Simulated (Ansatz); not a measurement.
One change: `CN1C[SiH2]1` becomes `CN1[SiH2]C1F`.

Ansatz, PBE0-D4/def2-TZVP geometries, multiplicity 1. 

```
                                      property  `CN1C[SiH2]1`
         LUMO energy (ωB97M-V/def2-TZVPP) / eV           1.58
         HOMO energy (ωB97M-V/def2-TZVPP) / eV          -8.64
           HOMO energy (B3LYP/def2-TZVPP) / eV          -6.16
size of the dipole moment (PBE/def2-TZVPP) / D           0.63
         HOMO–LUMO gap (B3LYP/def2-TZVPP) / eV           5.82
          HOMO–LUMO gap (PBE0/def2-TZVPP) / eV           6.27
```

(1) Give the same properties after the change, and the shifts. (An estimate is asked.)

Answers

(1) Computed: 
```
                                      property  `CN1[SiH2]C1F`  shift
         LUMO energy (ωB97M-V/def2-TZVPP) / eV            1.31  -0.27
         HOMO energy (ωB97M-V/def2-TZVPP) / eV           -9.45  -0.81
           HOMO energy (B3LYP/def2-TZVPP) / eV           -6.96  -0.80
size of the dipole moment (PBE/def2-TZVPP) / D            2.20   1.57
         HOMO–LUMO gap (B3LYP/def2-TZVPP) / eV            6.31   0.49
          HOMO–LUMO gap (PBE0/def2-TZVPP) / eV            6.77   0.50
```

With PBE0 the HOMO falls by 0.80 eV and the LUMO falls by 0.30 eV, so the gap widens by about 0.50 eV. PBE moves the HOMO by -0.76 eV and ωB97M-V by -0.81 eV. Dipoles are sizes alone; their direction can turn.

B3LYP here is the variant with VWN-RPA as its local correlation; programs differ in this.
